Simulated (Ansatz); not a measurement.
# Energy profile

The step: BSiNH₅F ([NH2][B]([F])[SiH3]) → BNHF ([NH][B][F]) + SiH₂ + H₂; bonds formed: Si2–H4, H4–H6; bonds broken: B1–Si2, Si2–H6, N3–H4 (atoms numbered as in the saddle structure below).

```
9
angstrom
B -1.3819 -0.6089 -0.9323
Si 0.1685 1.2615 0.7466
N -0.4652 -1.4716 -0.9924
H 0.8943 -0.2689 0.2577
F -2.4251 0.1532 -0.9808
H 1.5025 0.0541 0.6964
H 1.3525 2.1100 0.3436
H 0.5365 1.1300 2.2067
H -0.1819 -2.3592 -1.3457
```

Electronic energies by CCSD(T) at an estimated basis limit (MP2 extrapolated from triple and quadruple zeta, plus CCSD(T) − MP2 in triple zeta), on PBE0-D4/def2-TZVP structures; BSiNH$_{5}$F, closed shell; no counterpoise correction. Program: Ansatz 0.2.0. Basis: def2-TZVPP and def2-QZVPP. Cores are frozen in the correlated methods. Extrapolation: Hartree–Fock as exp(−7.88 √X), correlation as X^−2.97.

Give the profile in eV, counted from the start structure. (An estimate is asked for; the value comes from the calculation.)

By the calculation:
```csv
point,eV
start structure,0.000
saddle,4.127
end structure,4.050
"separated: BNHF (linked as [NH][B][F]; B1, N3, F5, H9; singlet) + SiH$_{4}$ (Si2, H4, H6, H7, H8; singlet)",4.152
```

The T1 diagnostic stays at or below 0.016.

For scale, one of the runs: CCSD(T)/def2-TZVPP, 205 basis functions (an equivalent command: `ansatz run in.yaml --threads 4`). Time: 43 s of wall clock on 4 CPU threads; the host was shared. Peak host memory: 2.7 GiB.
